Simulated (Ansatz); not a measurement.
Series (HZnX)2: PBE-D4/def2-TZVP single points in Ansatz on relaxed structures, gas phase. Binding counts from free atoms in the multiplicity of their measured ground term, without zero-point energy. The structures are stationary points that may keep the symmetry of their start. Remarks come from the PBE and PBE0 runs and from stability tests at other levels; not every state was tested. HOMO above LUMO (over both spins in singlets and doublets, within one spin in higher multiplets; at PBE or PBE0), or a gap under 0.15 eV within one spin, warns that the state may not be the lowest or that an electron is smeared out.

```csv
species,atoms,state,geometry,HOMO (eV),LUMO (eV),gap (eV),vertical IE (eV),vertical triplet (eV),binding per atom (eV),point group (within 0.1 Å),remarks
(HZn-mu-Cl)2 (Zn2H2Cl2),6,singlet,r2SCAN-D4/def2-SVP,-7.23,-1.42,5.80,9.90,5.63,2.03,D2h,–
(HZn-mu-F)2 (Zn2H2F2),6,singlet,r2SCAN-D4/def2-SVP,-7.54,-1.64,5.90,10.44,5.74,2.41,D2h,–
(HZn-mu-OH)2 (Zn2O2H4),8,singlet,r2SCAN-D4/def2-SVP,-6.59,-1.09,5.50,9.39,5.42,2.74,D2h,gap within one spin near zero at PBE or PBE0 (triplet)
```

The gap (eV) runs from 5.50 ((HZn-mu-OH)2) to 5.90 ((HZn-mu-F)2). The vertical IE (eV) runs from 9.39 ((HZn-mu-OH)2) to 10.44 ((HZn-mu-F)2). The vertical triplet (eV) runs from 5.42 ((HZn-mu-OH)2) to 5.74 ((HZn-mu-F)2).
